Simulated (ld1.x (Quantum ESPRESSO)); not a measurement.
## sulfur, ultrasoft: configuration errors across variants

* Element: sulfur
* Generator: ld1.x (Quantum ESPRESSO) 7.5
* Type: ultrasoft
* Functional: PBEsol
* Relativity: scalar-relativistic
* Frozen core: [Ne]
* Valence charge: 6
* Reference configuration: 3s1.75 3p4.25
* Partial waves: 3s (bound): rcut 1.45, rcutus 1.65 bohr; 3s channel at -0.85 Ry: rcut 1.45, rcutus 1.65 bohr; 3p (bound): rcut 1.25, rcutus 1.65 bohr; 3p channel at 0.25 Ry: rcut 1.25, rcutus 1.65 bohr; 3d channel at 0.35 Ry: rcut 1.30, rcutus 1.50 bohr
* Local potential: all-electron potential smoothed inside 1.45 bohr (lloc = -1)
* Core correction: none
* Augmentation charge: built from norm-conserving waves at rcut, not smoothed further

All-electron excitation energies from the reference (eV): (1) 3s2 3p4 -2.558; (2) 3s2 3p3 9.175; (3) 3s2 3p2 31.416; (4) 3s2 3p1 65.416; (5) 3s0 3p6 18.121; (6) 3s1 3p4 20.022; (7) 3s2 3p3.5 2.085.

2 further variants failed, have other tests or another functional or relativity, and are left out.

Errors AE − PS in meV (a dash: test not solved or not reliable):

```csv
change,(1),(2),(3),(4),(5),(6),(7),bound ghosts
base,+0.2,+0.1,+9.2,+52,+2.7,+1.8,-0.2,none
"waves 3p (bound): rcut 1.25, rcutus 1.68 bohr; 3p channel at 0.25 Ry: rcut 1.25, rcutus 1.68 bohr",+0.2,+0.1,+9.2,+52,+2.7,+1.8,-0.2,none
core correction a·sin(br)/r model core inside 1.70 bohr,+0.2,+0.2,+9.1,+49,+3.2,+1.6,-0.1,none
local potential all-electron potential smoothed inside 1.32 bohr (lloc = -1),+0.2,+0.1,+9.4,+53,+2.7,+1.8,-0.2,none
local potential all-electron potential smoothed inside 1.15 bohr (lloc = -1),+0.2,+0.1,+9.7,+54,+2.7,+1.8,-0.2,none
"wave 3s channel at -0.85 Ry: rcut 1.45, rcutus 1.65 bohr becomes 3s channel at -0.97 Ry: rcut 1.45, rcutus 1.65 bohr",+0.2,+0.1,+9.3,+52,+2.7,+1.8,-0.2,none
type TM semilocal; waves now 3s (bound): rc 1.65 bohr; 3p (bound): rc 1.65 bohr; 3d channel at 0.35 Ry: rc 1.50 bohr; local potential the d channel,+0.2,+3.2,+26,+100,+3.7,+3.8,+0.5,none
```

(1) Give the same row for: all radii scaled by about 1.23 (s 2.02, p 2.02, d 1.84 bohr, rcut 1.78/1.54/1.60); local potential all-electron potential smoothed inside 1.78 bohr (lloc = -1).

Answers

(1) +0.3, +3.4, +25, +101, +6.4, -0.1, +0.8; bound ghosts: none.
